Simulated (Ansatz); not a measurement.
Reaction (isomerisation): `CC[O][Zr]([OH])([OH])[O]CC` → `C[O][Zr]([O]C)([O]C)[O]C`

Computed with Ansatz on PBE0-D4/def2-TZVP structures; ΔE is electronic, products minus reactants. CCSD(T)/CBS is the MP2 limit (def2-TZVPP, def2-QZVPP) plus CCSD(T) − MP2 in def2-TZVPP, frozen cores. Functionals use def2-TZVPP. Elements past krypton have def2 core potentials. For Zr outer-core shells are correlated without core-valence functions, which leaves a few kJ/mol of doubt a bond. Each species was taken in one conformer, which may not be the lowest.

```json
{"level": "revPBE-D4", "ΔE (eV)": "1.17"}
{"level": "PBE-QIDH", "ΔE (eV)": "1.26"}
{"level": "PBE0", "ΔE (eV)": "1.19"}
{"level": "CCSD(T)/def2-SVP", "ΔE (eV)": "1.07"}
```

What does CCSD(T)/CBS give? (Estimate.)

The calculation gave: +1.32 eV. The listed levels differ from it by -0.15, -0.06, -0.13, -0.25 eV.

Largest T1 diagnostic among the species: 0.016.

In def2-TZVPP, CCSD(T) changes the Hartree–Fock value by +0.19 eV (the triples alone add +0.00 eV) and MP2 by +0.28 eV. From BLYP to BHLYP (50 % exact exchange), in def2-TZVPP and without D4, ΔE moves by +0.13 eV.
